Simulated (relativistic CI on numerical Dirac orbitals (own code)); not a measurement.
**Energy levels of Au³¹⁺**

Computed by Dirac-Coulomb-Breit CI, KLI orbitals optimised for each configuration, model QED (radiative potential, 1s self-energy scaled to tabulated hydrogen-like ionisation energies), unscaled Slater integrals (own radial code, finite nucleus).

CI space (outside the closed core [Ar] 3d10): 4s²4p⁶4d¹⁰4f², 4s²4p⁶4d⁹4f³, 4s²4p⁶4d¹⁰4f5s, 4s²4p⁶4d¹⁰4f5p, 4s²4p⁶4d¹⁰5s², 4s²4p⁵4d¹⁰4f³, 4s²4p⁶4d¹⁰5s5p, 4s²4p⁶4d¹⁰4f5d, 4s²4p⁶4d¹⁰5p², 4s4p⁶4d¹⁰4f³, 4s²4p⁶4d¹⁰5s5d, 4s²4p⁶4d⁹4f²5s, 4s²4p⁶4d⁹4f5s², 4s²4p⁶4d¹⁰4f5f, 4s²4p⁶4d¹⁰5p5d, 4s²4p⁶4d⁹4f²5p. Levels of other configurations are missing.

The lowest level is 4s²4p⁶4d¹⁰4f² ³H4, with 86 % of that term; Hund's rules for 4s²4p⁶4d¹⁰4f² give ³H with J = 4, in agreement.

```
No.   Configuration  Term  J  E (cm⁻¹)    %  Next component (%)  Landé g  Lifetime (s)
  1   4s²4p⁶4d¹⁰4f²    ³H  4         0   86               13 ¹G    0.828              
  2   4s²4p⁶4d¹⁰4f²    ³F  2     24054   83               16 ¹D    0.726      1.91e+02
  3   4s²4p⁶4d¹⁰4f²    ³H  5     41419  100                        1.030      6.23e-04
  4   4s²4p⁶4d¹⁰4f²    ¹G  4     56274   46               42 ³F    1.077      1.55e-03
  5   4s²4p⁶4d¹⁰4f²    ³F  3     57170  100                        1.080      1.21e-03
  6   4s²4p⁶4d¹⁰4f²    ³H  6     73646   87               13 ¹I    1.141      1.53e-03
  7   4s²4p⁶4d¹⁰4f²    ³P  0     92493   89               11 ¹S               3.16e-01
  8   4s²4p⁶4d¹⁰4f²    ¹D  2     95923   47               38 ³P    1.141      6.26e-04
  9   4s²4p⁶4d¹⁰4f²    ³F  4    103443   57               40 ¹G    1.134      4.20e-04
 10   4s²4p⁶4d¹⁰4f²    ³P  1    114545  100                        1.498      2.38e-03
 11   4s²4p⁶4d¹⁰4f²    ¹I  6    121081   87               13 ³H    1.018      5.40e-04
 12   4s²4p⁶4d¹⁰4f²    ³P  2    147746   60               37 ¹D    1.288      3.71e-04
 13   4s²4p⁶4d¹⁰4f²    ¹S  0    235642   89               11 ³P               9.50e-05
 14  4s²4p⁶4d¹⁰4f5s   ³F°  2   1593011   99                        0.662      2.27e-07
 15  4s²4p⁶4d¹⁰4f5s   ³F°  3   1596843   67              33 ¹F°    1.052      1.18e-07
 16  4s²4p⁶4d¹⁰4f5s   ³F°  4   1639184   99                        1.247      2.67e-07
 17  4s²4p⁶4d¹⁰4f5s   ¹F°  3   1645523   67              33 ³F°    1.023      3.80e-08
 18    4s²4p⁶4d⁹4f³   ⁵H°  3   1772178   47              33 ⁵G°    0.707      2.35e-09
 19    4s²4p⁶4d⁹4f³   ⁵H°  4   1773738   43              15 ³G°    0.935      4.87e-09
 20    4s²4p⁶4d⁹4f³   ⁵G°  2   1778519   89              10 ³F°    0.369      1.68e-08
 21    4s²4p⁶4d⁹4f³   ⁵H°  5   1790093   35              27 ⁵I°    1.002      4.38e-09
 22    4s²4p⁶4d⁹4f³   ⁵D°  2   1803471   27              26 ⁵F°    1.202      2.15e-09
 23    4s²4p⁶4d⁹4f³   ⁵K°  6   1808898   28              25 ⁵I°    0.989      1.79e-08
 24    4s²4p⁶4d⁹4f³   ⁵D°  1   1809737   46              19 ⁵F°    1.132      8.59e-10
 25    4s²4p⁶4d⁹4f³   ³L°  7   1811634   33              33 ⁵L°    0.940      4.06e-08
 26    4s²4p⁶4d⁹4f³   ⁵G°  5   1812697   25              20 ⁵H°    1.050      1.47e-09
 27    4s²4p⁶4d⁹4f³   ⁵D°  4   1817194   28              23 ³F°    1.249      7.72e-09
 28    4s²4p⁶4d⁹4f³   ⁵D°  3   1819133   37              34 ⁵F°    1.272      2.13e-09
 29    4s²4p⁶4d⁹4f³   ⁵H°  6   1822279   46              11 ³K°    1.108      3.33e-08
 30    4s²4p⁶4d⁹4f³   ⁵G°  3   1822735   50              22 ³G°    0.875      3.37e-10
 31    4s²4p⁶4d⁹4f³   ⁵G°  4   1823037   39              34 ³H°    0.967      6.76e-10
 32    4s²4p⁶4d⁹4f³   ⁵D°  0   1825128   84              15 ³P°               4.74e-09
 33    4s²4p⁶4d⁹4f³   ⁵L°  8   1832337   56              20 ³L°    1.057              
 34    4s²4p⁶4d⁹4f³   ³G°  4   1833732   26              18 ⁵G°    1.058      9.43e-10
 35    4s²4p⁶4d⁹4f³   ⁵I°  7   1837250   38              27 ⁵K°    1.116      1.36e-08
 36    4s²4p⁶4d⁹4f³   ⁵D°  2   1840188   31              24 ⁵S°    1.520      1.53e-09
 37    4s²4p⁶4d⁹4f³   ³F°  3   1840346   33              15 ³D°    1.137      6.61e-10
 38    4s²4p⁶4d⁹4f³   ⁵G°  6   1842633   51              30 ³H°    1.219      3.20e-09
 39    4s²4p⁶4d⁹4f³   ³I°  5   1843656   35              16 ³H°    0.997      2.99e-09
 40    4s²4p⁶4d⁹4f³   ⁵G°  5   1845142   31              28 ⁵F°    1.228      1.73e-09
 41    4s²4p⁶4d⁹4f³   ⁵L°  9   1847568   64              12 ³L°    1.117              
 42    4s²4p⁶4d⁹4f³   ³F°  3   1847848   25              24 ³D°    1.053      2.55e-10
 43    4s²4p⁶4d⁹4f³   ⁵F°  4   1849716   29              17 ⁵G°    1.136      1.71e-09
 44    4s²4p⁶4d⁹4f³   ⁵H°  7   1849871   45              23 ³I°    1.161      8.37e-08
 45    4s²4p⁶4d⁹4f³   ⁵S°  2   1850454   31              25 ³F°    1.328      8.77e-10
```

Energies count from the lowest computed level; ° marks odd parity; lifetimes are radiative, by E1, M1, E2, M2 decay to levels of this space only; some are left blank where a channel outside the calculation adds to the decay or the decay crosses a small, uncertain gap.

The mean weight of the leading LS term, summed over parents, in these 45 levels is 56 %, and that of the leading jj configuration (from the same eigenvectors) 76 %, so jj coupling describes them better and the LS labels are nominal.

At this charge energies of transitions that change n are usually good to better than 1 %, and those within a shell (Δn = 0) to a few per cent. Terms inside the open d or f shell come out 10 to 20 % too wide with unscaled integrals.

Landé's interval rule says that E(J) − E(J−1) = AJ with one A. For the ground term the intervals give A = 8283.9, 5371.2 cm⁻¹ for J = 5, 6; the multiplet is regular.

LS names give the leading component of a level, which can be under half, so a name can repeat, a term be missing and a line seem to break the LS rules.
